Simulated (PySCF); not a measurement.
Species: C5H8N2S2.
SMILES with atom numbers: `[CH3:1][CH2:2][c:3]1[s:4][n:5][n:6][c:7]1[S:8][CH3:9]`

Cartesian coordinates in Å at the GFN2-xTB level; atoms count from 1:
```xyz
17
C5H8N2S2 angstrom
C     -2.4402   -0.7986   -0.3039
C     -1.8053    0.1961    0.6717
C     -0.6525    0.8851    0.0408
S     -0.7440    2.3637   -0.8258
N      0.8699    2.3134   -1.1873
N      1.4565    1.3004   -0.7268
C      0.6648    0.4635   -0.0348
S      1.2888   -1.0010    0.6847
C      3.0381   -0.8134    0.2488
H     -2.7844   -0.2848   -1.1991
H     -3.2882   -1.2908    0.1643
H     -1.7147   -1.5556   -0.5915
H     -2.5485    0.9327    0.9818
H     -1.4496   -0.3410    1.5546
H      3.1313   -0.7741   -0.8314
H      3.5496   -1.6823    0.6497
H      3.4214    0.0988    0.6942
```

Definitions: NICS(0) = −σiso at the ring centroid; NICS(1) = −σiso and NICS(1)zz = −σzz at ±1 Å along the ring normal z. Level: GIAO PBE0/pcSseg-1 (PySCF, non-relativistic, gas phase) on the GFN2-xTB geometry, one conformer.

Ring bond lengths (Å), with Mayer bond orders in brackets: C3–S4 1.716 (1.26), S4–N5 1.655 (1.13), N5–N6 1.258 (1.54), N6–C7 1.344 (1.22), C7–C3 1.385 (1.36).

Question: What do the NICS probes read (ppm)?

Answer: 
| ring | type | NICS(0) | NICS(1), two faces | NICS(1)zz, two faces | rms pucker (Å) | centre to ring atoms, mean (Å) |
| --- | --- | --- | --- | --- | --- | --- |
| C3–S4–N5–N6–C7 | 5-membered ring with 2 N and S; formal bonds all aromatic | -11.0 | -12.4 / -12.4 | -28.3 / -28.9 | 0.00 | 1.25 |

Question: What do they say, and how far can they be read as aromaticity?

Answer: 
- C3–S4–N5–N6–C7: mean NICS(1)zz -28.6 ppm, shielded. The ring is flat and has no four-coordinate atom; by the NICS criterion it is aromatic.

Question: Give the inner angles of the rings and the Hirshfeld charges of the ring atoms.

Answer: 
- C3–S4–N5–N6–C7: C3 106.6° (-0.031 e), S4 91.8° (+0.174 e), N5 113.5° (-0.131 e), N6 114.5° (-0.095 e), C7 113.5° (-0.008 e); sum 540.0° against 540° for a flat convex ring.

The run took 81 s on one thread, Arm Neoverse N1 (aarch64), on a shared host, and the process peaked at 0.93 GiB of memory. This is the whole shielding run at PBE0/pcSseg-1, SCF included.
